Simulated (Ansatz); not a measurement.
`N[SiH2]N[SiH](N)F` + `NC[SiH](N)F` → `N[Si@H](F)[Si@@H](N)F` + `NCN[SiH2]N`  (redistribution)

Computed with Ansatz on PBE0-D4/def2-TZVP structures; ΔE is electronic, products minus reactants. CCSD(T)/CBS adds triple-zeta CCSD(T) − MP2 to the extrapolated MP2 energy (def2 sets, frozen cores). Functionals use def2-TZVPP. B3LYP here is the variant with VWN-RPA as its local correlation; programs differ in this. Each species was taken in one conformer, which may not be the lowest.

CCSD(T)/CBS gives +159.5 kJ/mol.

Another level gave +151.0 kJ/mol. Which?
A. CCSD(T)/def2-TZVPP
B. ωB97X-V/def2-TZVPP
C. B3LYP/def2-TZVPP
D. MP2/def2-TZVPP

B. ωB97X-V 151.0, B3LYP 144.3, CCSD(T)/def2-TZVPP 159.0, MP2/def2-TZVPP 167.5 kJ/mol.

Largest T1 diagnostic among the species: 0.012.

From PBE to PBE0 (25 % exact exchange), in def2-TZVPP and without D4, ΔE moves by +11.7 kJ/mol. The D4 term adds +7.3 kJ/mol with B3LYP and +3.7 kJ/mol with PBE0; it sums over pairs of atoms, weighted by their polarisabilities, and B3LYP, whose exchange is more repulsive, gets the larger term.
